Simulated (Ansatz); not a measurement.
Mulliken charges of `[OH][Ti]([Cl])([Cl])[Cl]` from PBE/def2-TZVPP in Ansatz (PBE0-D4/def2-TZVP geometry).

```json
{"atom": "O1", "x (Å)": "-0.648", "y (Å)": "0.492", "z (Å)": "1.113", "charge (e)": "-0.428"}
{"atom": "Ti2", "x (Å)": "0.244", "y (Å)": "-0.200", "z (Å)": "-0.217", "charge (e)": "0.776"}
{"atom": "Cl3", "x (Å)": "1.809", "y (Å)": "-1.505", "z (Å)": "0.560", "charge (e)": "-0.185"}
{"atom": "Cl4", "x (Å)": "-1.123", "y (Å)": "-1.331", "z (Å)": "-1.482", "charge (e)": "-0.186"}
{"atom": "Cl5", "x (Å)": "1.118", "y (Å)": "1.405", "z (Å)": "-1.403", "charge (e)": "-0.186"}
{"atom": "H6", "x (Å)": "-1.359", "y (Å)": "1.075", "z (Å)": "1.383", "charge (e)": "0.209"}
```

Problem. By hand: the dipole of these point charges (1 e Å = 4.8032 D).

Solution. Σ q r = (-0.151, 0.124, 0.077) e Å, of length 0.210 e Å = 1.01 D.

Problem. How does the dipole of the full density compare? (An estimate is asked.)

Solution. The calculation gave: (-0.351, 0.283, 0.264) e Å, 2.51 D; the point charges give 0.40 times that, at 9° from its direction.

Point charges leave out the atoms' own dipoles, such as those of lone pairs, and Mulliken's split depends on the basis, so the two needn't agree.
